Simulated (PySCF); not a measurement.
[PySCF 2.14.0 with density-fitted response routines: shielding tensors at PBE0/pcSseg-1 (GIAO); geometry: GFN2-xTB; fast rotation and ring inversion assumed for equivalent nuclei; one conformer; gas phase; non-relativistic Hamiltonian]

Referencing at the same level of theory: TMS for 1H (31.72 ppm), 13C (186.93 ppm). Shifts are as computed. Against solution values, carbons near 30 ppm lie about +3 ppm off and those near 130 ppm about +5 ppm. Of 1211 compounds with measured shifts, 218 miss one by over three times the rms of a fit or turn the order of signals round; such compounds aren't used in these exercises.

Q: Order these molecules by the shift of their most deshielded carbon, lowest δ first.
A. c1coc([SiH]2[SiH2]C[SiH2]2)c1
B. C[C@H]1[C@@H]2CC[C@H]1C2
C. Cc1ccnn1C(C)C

A: B (48.6 ppm, sp3 CH in a ring), C (142.0 ppm, aromatic CH next to a ring nitrogen), A (155.7 ppm, substituted aromatic carbon next to the ring oxygen).

Q: Order these molecules by the shift of their most deshielded carbon-bound hydrogen, lowest δ first.
A. C=C[C@H]1CN(C)N=C1C
B. C[C@H]1[C@@H]2CC[C@H]1C2
C. c1coc([SiH]2[SiH2]C[SiH2]2)c1

A: B (2.12 ppm, hydrogen on an sp3 CH2 in a ring), A (5.98 ppm, hydrogen on an alkene CH), C (7.87 ppm, hydrogen on an aromatic CH next to the ring oxygen).

Q: How many 13C and 1H signals does each give (equivalence by symmetry and fast rotation, but not about amide C–N or C=N bonds)? `C[C@H]1[C@@H]2CC[C@H]1C2`, `c1coc([SiH]2[SiH2]C[SiH2]2)c1`, `CCn1nc(C)cc1C`, `Cc1ccnn1C(C)C`, `C=C[C@H]1CN(C)N=C1C`

A: C[C@H]1[C@@H]2CC[C@H]1C2: 5 C, 7 H; c1coc([SiH]2[SiH2]C[SiH2]2)c1: 5 C, 8 H; CCn1nc(C)cc1C: 7 C, 5 H; Cc1ccnn1C(C)C: 6 C, 5 H; C=C[C@H]1CN(C)N=C1C: 7 C, 8 H.
